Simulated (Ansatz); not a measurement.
Cost and result for the atomization energy of C₂H₇NO₂Si (`N[SiH](C=O)CO`) (13 atoms, 12 bonds).

Cartesian coordinates in Å:
```
N -1.0349 -1.4738 -0.0100
Si -0.4058 0.0256 0.5330
C -1.5038 1.4862 -0.0701
O -1.2463 2.6218 0.2517
C 1.2717 0.2315 -0.3025
O 2.0101 -0.9624 -0.0748
H -0.3532 -2.1833 -0.2357
H -1.8529 -1.8848 0.4096
H -0.2869 0.1936 2.0089
H -2.3660 1.2953 -0.7566
H 1.1214 0.4127 -1.3760
H 1.7744 1.1153 0.1113
H 2.8722 -0.8778 -0.4889
```

The species carries charge 0 and has multiplicity 1. The structure was optimised at the PBE0-D4/def2-TZVP level. It is one conformer, not always the lowest. Program: Ansatz. All runs use 2 threads of an AMD EPYC 7R13 on a shared host and a share of an NVIDIA H100 80 GB. Times are those of one run each, without the atoms' runs, and a repeat can differ threefold. Electronic energies, without spin–orbit coupling; frozen cores. CCSD(T)/CBS adds CCSD(T) − MP2 in def2-TZVPP to the MP2 limit, and its time is that of the two runs behind it. T1 = 0.013. B3LYP takes the VWN-RPA correlation (the form of Gaussian; ORCA's B3LYP/G).

CCSD(T)/CBS is a level of theory with its own doubt, some kJ/mol a heavy atom from the limit and from the frozen cores, so smaller differences don't rank the functionals.

```csv
level,functions,wall time,atomization (kcal/mol),difference from CCSD(T)/CBS,per bond
B3LYP-D4/def2-TZVPP (with forces),295,3.2 s,1171.8,-0.4,0.0
PBE-D4/def2-TZVPP (with forces),295,4 s,1200.7,28.5,2.4
PBE0-D4/def2-TZVPP,295,4.1 s,1169.5,-2.7,-0.2
B2PLYP/def2-TZVPP,295,4.4 s,1158.2,-14.0,-1.2
ωB97X-V/def2-TZVPP,295,4.8 s,1175.7,3.5,0.3
r2SCAN-D4/def2-TZVPP (with forces),295,5.5 s,1170.2,-2.0,-0.2
ωB97M-V/def2-TZVPP (with forces),295,6 s,1176.1,3.9,0.3
CCSD(T)/def2-TZVPP,295,7 s,1136.0,-36.2,-3.0
MP2/def2-QZVPP,565,7.5 s,1181.1,8.9,0.7
CCSD(T)/CBS(def2),–,15 s,1172.2,0.0,0.0
```

The D4 term adds +10.1 kcal/mol with B3LYP and +5.4 kcal/mol with PBE0; it sums over pairs of atoms, weighted by their polarisabilities, and B3LYP, whose exchange is more repulsive, gets the larger term. From PBE to PBE0 (25 % exact exchange), in def2-TZVPP and without D4, the atomization energy moves by −30.3 kcal/mol: exact exchange takes away binding that semilocal exchange gives to molecules. In def2-TZVPP, CCSD(T) changes the Hartree–Fock value by +329.9 kcal/mol (the triples alone add +20.3 kcal/mol) and MP2 by +353.4 kcal/mol; breaking electron pairs costs correlation energy, which Hartree–Fock lacks.
